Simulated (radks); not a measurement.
Results of a calculation; reference values are marked as such.
The nuclear charge of the iodine ion I2+ is varied continuously with 51 electrons held in [Kr] 4d10 5s2 5p3. Level of theory: Dirac Kohn-Sham, PBEsol, spin-unpolarised, spherical densities, point nucleus; open shells fill j = l - 1/2 first (a radial shooting solver on a logarithmic mesh with Libxc functionals). By the Hellmann-Feynman theorem dE/dZ = E(electron-nucleus)/Z, the electronic potential at the nucleus.

Z      E (hartree)  E(electron-nucleus)/Z (hartree)   HOMO  e(HOMO) (eV)  <r> HOMO (bohr)
52.5   -6953.20574                         -321.376  5p3/2       -18.406            2.359
52.75  -7033.81556                         -323.503  5p3/2       -21.133            2.293
53     -7114.95716                         -325.631  5p3/2       -23.964            2.232
53.25  -7196.63101                         -327.761  5p3/2       -26.898            2.176
53.5   -7278.83760                         -329.893  5p3/2       -29.931            2.124
53.75  -7361.57748                         -332.027  5p3/2       -33.060            2.076
54     -7444.85121                         -334.163  5p3/2       -36.285            2.030

The central difference of E at Z = 53 is -325.631 hartree, to compare with the third column; the second derivative is -8.52 hartree.
